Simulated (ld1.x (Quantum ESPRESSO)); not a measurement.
**Mo (Z = 42): variants of one TM potential**

Base potential:

Mo (Z = 42), norm-conserving Troullier–Martins (Kleinman–Bylander form), made with ld1.x (Quantum ESPRESSO) 7.5 (LDA (PZ), non-relativistic). Core [Ar] 3d10 4s2, reference 4p6 4d5 5s1 5p0. Waves: 5s (bound): rc 2.35 bohr; 4p (bound): rc 1.75 bohr; 4f channel at 0.35 Ry: rc 2.00 bohr; 4d (bound): rc 1.70 bohr. Local part: the d channel. Core correction: a·sin(br)/r model core, default radius (core density twice the valence density).

All-electron outer shells of the reference configuration (LDA (PZ), non-relativistic, ld1.x):

| shell | level (eV) | outermost node (bohr) | outermost maximum (bohr) |
| --- | --- | --- | --- |
| 4s | -60.81 | 0.53 | 1.01 |
| 4p | -37.82 | 0.53 | 1.08 |
| 4d | -4.17 | 0.53 | 1.37 |
| 5s | -4.03 | 1.38 | 3.04 |
| 5p | -1.15 | 1.56 | 4.11 |

Cutoffs, loose and tight: the cutoffs (Ry, on a coarse ladder) from which the occupation-weighted sum of valence levels, in a spherical-Bessel basis at the reference potential, stays within 10 and 1 mRy of its value at 400 Ry. They do not see the model core or the augmentation charge, which bear on the density cutoff. Test errors are all-electron minus pseudo excitation energies from the reference, over the configurations 4p6 4d5 5s0 5p0; 4p6 4d4 5s0 5p0; 4p6 4d3 5s0 5p0; 4p6 4d4 5s1 5p1; 4p6 4d4 5s2 5p0; 4p6 4d4 5s1 5p0; 4p5 4d5 5s1 5p0 (two spin-polarised tests are not counted in the largest error). A dash means not determined; rows that change the core or the reference have their own tests.

A true bound ghost makes a file unfit for plane-wave use even where its test errors are small: the radial tests pick states by their node count and pass the ghost by.

```tsv
change	outcome	cutoff, loose	cutoff, tight	bound ghosts	largest test error (meV)
base	generated	45 Ry	55 Ry	s	-54
wave 4d (bound): rc 1.70 bohr becomes 4d (bound): rc 1.50 bohr	generated	45 Ry	55 Ry	s	-49
wave 4d (bound): rc 1.70 bohr becomes 4d (bound): rc 1.78 bohr	generated	45 Ry	50 Ry	s	-58
wave 4d (bound): rc 1.70 bohr becomes 4d (bound): rc 1.88 bohr	generated	40 Ry	50 Ry	s	-63
wave 4d (bound): rc 1.70 bohr becomes 4d (bound): rc 2.16 bohr	generated	40 Ry	50 Ry	s	-86
wave 4d (bound): rc 1.70 bohr becomes 4d (bound): rc 2.36 bohr	generated	40 Ry	50 Ry	s	-121
```

(1) What comes out with this change to the base: wave 4d (bound): rc 1.70 bohr becomes 4d (bound): rc 1.16 bohr?

(2) What comes out with this change to the base: wave 4d (bound): rc 1.70 bohr becomes 4d (bound): rc 1.28 bohr?

(3) What comes out with this change to the base: wave 4d (bound): rc 1.70 bohr becomes 4d (bound): rc 2.48 bohr?

## Answers

(1) outcome: generated; cutoff, loose: 90 Ry; cutoff, tight: 120 Ry; bound ghosts: s; largest test error (meV): +34.

(2) outcome: generated; cutoff, loose: 55 Ry; cutoff, tight: 80 Ry; bound ghosts: s; largest test error (meV): -35.

(3) outcome: generated; cutoff, loose: 35 Ry; cutoff, tight: 50 Ry; bound ghosts: s; largest test error (meV): -145.

Reading the sweep of the d radius (base included, trends over the rows without a ghost): Bound ghosts are found at 1.16, 1.28, 1.5, 1.7, 1.78, 1.88, 2.16, 2.36, 2.48 bohr. Every judged row has one, so this setting neither creates nor removes them.
